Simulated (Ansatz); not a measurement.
Reaction (isomerisation): `CC1C[SiH2]O1` → `C/C=C(\O)[SiH3]`

Calculated with Ansatz (gas phase, PBE0-D4/def2-TZVP geometries, no zero-point term in ΔE). CCSD(T)/CBS adds triple-zeta CCSD(T) − MP2 to the extrapolated MP2 energy (def2 sets, frozen cores). DFT in def2-TZVPP. B3LYP here is the variant with VWN-RPA as its local correlation; programs differ in this. One conformer a species, not always the lowest.

| level | ΔE (kJ/mol) | difference from CCSD(T)/CBS |
| --- | --- | --- |
| PBE-D4 | 112.0 | -14.8 |
| r2SCAN-D4 | 122.7 | -4.1 |
| PBE0-D4 | 125.9 | -0.9 |
| B3LYP-D4 | 111.7 | -15.1 |
| ωB97X-V | 134.1 | 7.3 |
| ωB97M-V | 129.5 | 2.7 |
| B2PLYP | 119.8 | -7.0 |
| PBE | 110.5 | -16.3 |
| r2SCAN | 122.5 | -4.3 |
| PBE0 | 124.7 | -2.1 |
| B3LYP | 109.1 | -17.7 |
| HF/def2-TZVPP | 122.7 | -4.1 |
| MP2/def2-TZVPP | 136.9 | 10.1 |
| SCS-MP2/def2-TZVPP | 132.4 | 5.6 |
| CCSD/def2-TZVPP | 129.6 | 2.8 |
| CCSD(T)/def2-TZVPP | 126.6 | -0.2 |
| HF/def2-QZVPP | 123.4 | -3.4 |
| MP2/def2-QZVPP | 137.3 | 10.5 |
| SCS-MP2/def2-QZVPP | 132.7 | 5.9 |
| HF/CBS(def2) | 123.5 | -3.3 |
| MP2/CBS(def2) | 137.1 | 10.3 |
| CCSD/CBS(def2) | 129.8 | 3.0 |
| CCSD(T)/CBS | 126.8 | 0 |

Largest T1 diagnostic among the species: 0.012.

From PBE to PBE0 (25 % exact exchange), in def2-TZVPP and without D4, ΔE moves by +14.3 kJ/mol. In def2-TZVPP, CCSD(T) changes the Hartree–Fock value by +3.9 kJ/mol (the triples alone add −3.0 kJ/mol) and MP2 by +14.2 kJ/mol.

CCSD(T)/CBS has its own doubt, a few kJ/mol and more with outer-core shells, so smaller differences from it don't rank the levels.
